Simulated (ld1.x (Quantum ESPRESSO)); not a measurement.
**LDA (PZ) ultrasoft dataset for platinum (Pt), fully relativistic all-electron reference.**

platinum, ultrasoft, made with ld1.x (Quantum ESPRESSO) 7.5 (LDA (PZ), fully relativistic). Core [Kr] 4d10 4f14, reference 5s2 5p6 5d10 6s0 6p0. Waves: 5s (bound): rcut 1.65, rcutus 1.80 bohr; 6s (bound, empty): rcut 1.65, rcutus 1.80 bohr; 5p (bound): rcut 1.45, rcutus 1.65 bohr; 6p (bound, empty): rcut 1.45, rcutus 1.65 bohr; 5d (bound): rcut 1.85, rcutus 2.45 bohr; 5d channel at 4.45 Ry: rcut 1.85, rcutus 2.45 bohr. Local part: all-electron potential smoothed inside 2.30 bohr (lloc = -1). Core correction: a·sin(br)/r model core inside 0.95 bohr. Augmentation charge: PSQ, inside the norm-conserving radii.

Open shells are filled in proportion to 2j + 1 (rel_dist='average').

All-electron outer shells of the reference configuration (LDA (PZ), scalar-relativistic, ld1.x):

| shell | level (eV) | outermost node (bohr) | outermost maximum (bohr) |
| --- | --- | --- | --- |
| 4d | -304.34 | 0.20 | 0.42 |
| 5s | -99.83 | 0.49 | 0.87 |
| 4f | -68.07 | – | 0.38 |
| 5p | -54.03 | 0.53 | 0.98 |
| 6s | -5.22 | 1.14 | 2.44 |
| 5d | -4.72 | 0.57 | 1.28 |
| 6p | -0.64 | 1.37 | 3.78 |

Calculated quality:

* Cutoffs needed: 35 Ry and 55 Ry (the cutoffs (Ry, on a coarse ladder) from which the occupation-weighted sum of valence levels, in a spherical-Bessel basis at the reference potential, stays within 10 and 1 mRy of its value at 400 Ry)
* Ghost test: no extra level below or beside the all-electron valence levels (s, p1/2, p3/2, d3/2, d5/2, f tested) (spherical-Bessel basis up to 400 Ry, 20 bohr box)
* Configuration tests: test run stopped at test 1 of 7 (negative rho)
* Lowest eigenvalue of the overlap operator: 0.10 (p1/2 channel)
* Density cutoff estimated by the generator: 191 Ry

Generation and tests took about 2 s on one core of a shared server CPU.
